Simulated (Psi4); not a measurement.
lead atom (Pb), triplet (core potentials on Pb). Base run: B3LYP/def2-TZVP run with Psi4.

Psi4 was given this input:
```
memory 2 GB

molecule {
0 3
Pb    0.00000000    0.00000000    0.00000000
}

set {
  basis def2-tzvp
  reference uks
}

energy('b3lyp')
print_variables()
```

Variants of this job, named by their change:

```tsv
change	E (Eh)	<S^2>	outcome
base	-192.90596	2.002	converged
functional = tpssh	-192.77478	2.002	converged
functional = x3lyp	-192.83996	2.002	converged
functional = b97m-v	-192.82589	2.002	converged
functional = svwn	-	-	not converged
functional = mn15	-192.46630	2.002	converged
functional = pw6b95	-192.92434	2.002	converged
functional = bp86	-192.98624	2.001	converged
functional = m06	-192.85060	2.000	converged
functional = m11	-192.67985	2.003	converged
functional = wb97x	-192.85221	2.002	converged
functional = blyp	-	-	not converged
functional = wb97m-v	-192.76302	2.004	converged
```

Absolute energies of different levels of theory aren't comparable as measures of quality.

Open shells are given as the SCF converged; they aren't shown to be the lowest states, and a large step between rows can be another state.
